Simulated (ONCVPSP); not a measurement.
What the settings do to the ONCV potential of Ag (Z = 47)

Base potential:

| Quantity | Value |
| --- | --- |
| Element | silver |
| Generator | ONCVPSP 4.0.1 |
| Type | optimised norm-conserving Vanderbilt (ONCV) |
| Functional | PBE |
| Relativity | scalar-relativistic |
| Frozen core | [Ar] 3d10 4s2 |
| Valence charge | 17 |
| Reference configuration | 4p6 4d10 5p1 |
| Partial waves | s scattering state at 0.33 Ha: rc 1.75 bohr, ncon 3, nbas 8, qcut 3.7 1/bohr, 2 projectors, debl 1.6 Ha; 4p+5p: rc 1.65 bohr, ncon 4, nbas 9, qcut 8.6 1/bohr, 2 projectors; 4d: rc 1.80 bohr, ncon 4, nbas 8, qcut 10.5 1/bohr, 2 projectors, debl 1 Ha; f scattering state at 0.43 Ha: rc 1.65 bohr, ncon 4, nbas 7, qcut 6.4 1/bohr, local |
| Local potential | the f channel |
| Core correction | Teter function, fcfact 3, rcfact 1.3 |

In the s channel the program set the typed energies aside and used 0.050, 1.650 Ha.

All-electron outer shells of the reference configuration (PBE, scalar-relativistic, ld1.x):

```
shell  level (eV)  outermost node (bohr)  outermost maximum (bohr)
   4s      -97.07                   0.44                      0.82
   4p      -60.61                   0.44                      0.88
   4d       -9.43                   0.43                      1.04
   5p       -1.69                   1.25                      3.58
```

Cutoffs, loose and tight: the cutoffs (Ha) at which the residual kinetic energy of the hardest occupied pseudo-wave falls to 1 and 0.1 mHa per electron. They do not see the model core or the augmentation charge, which bear on the density cutoff. Test errors are all-electron minus pseudo excitation energies from the reference, over the configurations 4p6 4d10 5s1 5p0; 4p6 4d10 5p0; 4p6 4d9 5p0; 4p6 4d9 5s1 5p0. A dash means not determined; rows that change the core or the reference have their own tests.

A true bound ghost makes a file unfit for plane-wave use even where its test errors are small: the radial tests pick states by their node count and pass the ghost by.

| change | outcome | cutoff, loose | cutoff, tight | bound ghosts | GHOST(+) flags above zero | largest test error (meV) |
| --- | --- | --- | --- | --- | --- | --- |
| base | generated, projector energies reset by the program | 31 Ha | 37 Ha | s | s, p | -30 |
| p: qcut 5.9 | generated, projector energies reset by the program | 31 Ha | 57 Ha | s | s, p | -30 |
| p: qcut 6.7 | generated, projector energies reset by the program | 31 Ha | 37 Ha | s | s, p | -30 |
| p: qcut 7.7 | generated, projector energies reset by the program | 31 Ha | 37 Ha | s | s, p | -30 |
| p: qcut 9.5 | generated, projector energies reset by the program | 31 Ha | 37 Ha | s | s, p | -30 |
| p: qcut 10.4 | generated, projector energies reset by the program | 31 Ha | 37 Ha | s | s, p | -30 |
| p: qcut 11.2 | generated, projector energies reset by the program | 31 Ha | 37 Ha | s | s, p | -30 |

Question: What comes out with this change to the base: p: qcut 5.3?

Answer: outcome: generated, projector energies reset by the program; cutoff, loose: 36 Ha; cutoff, tight: 96 Ha; bound ghosts: s; GHOST(+) flags above zero: s, p; largest test error (meV): -31.

Question: What comes out with this change to the base: p: qcut 12.7?

Answer: outcome: generated, projector energies reset by the program; cutoff, loose: 45 Ha; cutoff, tight: 53 Ha; bound ghosts: s; GHOST(+) flags above zero: s, p; largest test error (meV): -30.

Question: What comes out with this change to the base: p: qcut 11.9?

Answer: outcome: generated, projector energies reset by the program; cutoff, loose: 32 Ha; cutoff, tight: 42 Ha; bound ghosts: s; GHOST(+) flags above zero: s, p; largest test error (meV): -30.

Reading the sweep of the qcut of the p channel (base included, trends over the rows without a ghost): Bound ghosts are found at 5.3, 5.9, 6.7, 7.7, 8.6, 9.5, 10.4, 11.2, 11.9, 12.7 1/bohr. Every judged row has one, so this setting neither creates nor removes them.
